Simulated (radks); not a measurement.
Results of a calculation; reference values are marked as such.
Pr2+, 57 electrons, occupied as [Xe] 4f3 (the NIST ground configuration).

Level of theory: Dirac Kohn-Sham, PW91, spin-unpolarised, spherical densities, finite nucleus; open shells fill j = l - 1/2 first; Fermi nuclear charge, rms radius 4.8919 fm (a radial shooting solver on a logarithmic mesh with Libxc functionals).

Energy parts (eV):
total: -251507.22
kinetic: 270494.16
electron-nucleus: -612944.40
Hartree: 96863.58
exchange-correlation: -5920.56

Orbitals (lengths in bohr, moments of r in powers of bohr; r(max) is where P^2 peaks):
orbital  occ.  eigenvalue (eV)   r(max)  small-component weight
1s1/2       2        -41791.40  0.01541                4.78e-02
2s1/2       2        -6730.978  0.08741                1.04e-02
2p1/2       2        -6362.933  0.06650                1.05e-02
2p3/2       4        -5880.524  0.07185                9.80e-03
3s1/2       2        -1461.785   0.2493                3.21e-03
3p1/2       2        -1305.121   0.2361                3.15e-03
3p3/2       4        -1209.553   0.2476                2.97e-03
3d3/2       4        -935.9269   0.1986                2.85e-03
3d5/2       6        -915.3273   0.2018                2.80e-03
4s1/2       2        -300.5189   0.5793                9.92e-04
4p1/2       2        -241.8913   0.5877                9.24e-04
4p3/2       4        -221.3191   0.6125                8.64e-04
4d3/2       4        -125.0348   0.6312                7.13e-04
4d5/2       6        -121.4282   0.6394                6.97e-04
5s1/2       2         -51.7385    1.354                2.11e-04
5p1/2       2         -36.1256    1.485                1.66e-04
5p3/2       4         -33.3040    1.557                1.51e-04
4f5/2       3         -14.0219   0.6900                3.41e-04
4f7/2       0         -13.6756   0.6953                3.34e-04

The highest occupied level is 4f5/2 at -14.022 eV. For comparison, the ionisation energy in NIST's Atomic Spectra Database is 21.624 eV (measured). In exact Kohn-Sham theory the highest level is minus the ionisation energy, but local and semilocal functionals leave it too shallow, through self-interaction and a potential that decays too fast; potentials with the right tail come closer. The density falls to 0.001 e/bohr^3 at r = 3.64 bohr. Summed over all electrons, <r^2> = 42.73 bohr^2, which gives a Langevin (diamagnetic) susceptibility term of -33.8 x 10^-6 cm^3/mol.

Beside tabulated values, note that spin-unpolarised runs miss the spin-polarisation part of the exchange energy of open shells.
